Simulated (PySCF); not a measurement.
## Electron correlation in Zn⁺ (zinc, charge +1)

[Ar] 3d10 4s1, 2S determinant. Calculation: PySCF 2.14, in x2c-SVPall (5s3p3d1f, 36 functions); the spin-free X2C one-electron Hamiltonian (Gaussian nucleus). Frozen: [Ar]; 11 electrons correlated.

MP2 pair energies summed by pair of shells (mhartree):

```tsv
pair	energy	share (%)
3d-3d	-257.33	96.6
3d-4s	-9.09	3.4
```

Total MP2 correlation energy: -266.42 mhartree.

Same-spin part -102.29 and opposite-spin part -164.14 mhartree; SCS-MP2 scales them by 1/3 and 6/5 to -231.06 mhartree.

```csv
level,correlation energy (mhartree)
CCSD,-245.09
(T),-6.98
CCSD(T),-252.07
```

Diagnostics: T1 = 0.010, D1 = 0.0160, largest double amplitude 0.024.

Cost of the coupled-cluster step: 0.67 s of wall time on 1 thread of AMD EPYC 7R43 64-Core Processor (shared host), for 11 correlated electrons.

Iterations:

```
CC2 = 0
CCSD nocc = (np.int64(6), np.int64(5)), nmo = (27, 27)
frozen orbitals [[0, 1, 2, 3, 4, 5, 6, 7, 8], [0, 1, 2, 3, 4, 5, 6, 7, 8]]
max_cycle = 100
direct = 0
conv_tol = 1e-08
conv_tol_normt = 1e-06
diis_space = 8
diis_start_cycle = 0
Init t2, MP2 energy = -0.266421898926541
Init E_corr(UCCSD) = -0.266421898958418
cycle = 1  E_corr(UCCSD) = -0.237244881073237  dE = 0.0291770179  norm(t1,t2) = 0.0697343
cycle = 2  E_corr(UCCSD) = -0.24733532727051  dE = -0.0100904462  norm(t1,t2) = 0.0265559
cycle = 3  E_corr(UCCSD) = -0.245017050308691  dE = 0.00231827696  norm(t1,t2) = 0.013076
cycle = 4  E_corr(UCCSD) = -0.245038108607247  dE = -2.10582986e-05  norm(t1,t2) = 0.00174684
cycle = 5  E_corr(UCCSD) = -0.245091729222239  dE = -5.3620615e-05  norm(t1,t2) = 0.000316152
cycle = 6  E_corr(UCCSD) = -0.245092061992937  dE = -3.32770699e-07  norm(t1,t2) = 5.4471e-05
cycle = 7  E_corr(UCCSD) = -0.245090503395748  dE = 1.55859719e-06  norm(t1,t2) = 8.79287e-06
cycle = 8  E_corr(UCCSD) = -0.245090935055253  dE = -4.31659506e-07  norm(t1,t2) = 2.22905e-06
cycle = 9  E_corr(UCCSD) = -0.245091030156956  dE = -9.51017028e-08  norm(t1,t2) = 5.14757e-07
cycle = 10  E_corr(UCCSD) = -0.24509101182742  dE = 1.83295359e-08  norm(t1,t2) = 8.41231e-08
cycle = 11  E_corr(UCCSD) = -0.245091012341597  dE = -5.14176618e-10  norm(t1,t2) = 1.46451e-08
UCCSD converged
E(UCCSD) = -1793.899858625662  E_corr = -0.2450910123415969
UCCSD(T) correction = -0.00698276404654323
```
